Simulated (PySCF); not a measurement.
How methods differ on the ionisation energy of Nb

Nb [Kr] 4d4 5s1 (6D) → Nb⁺ [Kr] 4d4 (5D), as a difference of total energies. All numbers are calculated (PySCF 2.14, the spin-free X2C one-electron Hamiltonian (Gaussian nucleus), in x2c-TZVPPall with one added diffuse shell each of s, p, d, f type (9s7p7d3f1g, 95 functions)). Correlated levels: valence and next inner shell: [Ar] 3d10 frozen. The calculations carry no spin-orbit coupling.

```json
{"method": "UHF", "ionisation energy (eV)": "5.992", "error (eV)": "-0.784"}
{"method": "MP2 (valence and next inner shell)", "ionisation energy (eV)": "6.779", "error (eV)": "+0.003"}
{"method": "SCS-MP2 (valence and next inner shell)", "ionisation energy (eV)": "6.430", "error (eV)": "-0.346"}
{"method": "CCSD (valence and next inner shell)", "ionisation energy (eV)": "6.700", "error (eV)": "-0.076"}
{"method": "CCSD(T) (valence and next inner shell)", "ionisation energy (eV)": "6.767", "error (eV)": "-0.009"}
```

Reference: 6.776 eV (measured; NIST levels, between the centres of gravity of the two terms).

Errors of the correlated levels include the incompleteness of this basis and the frozen core.
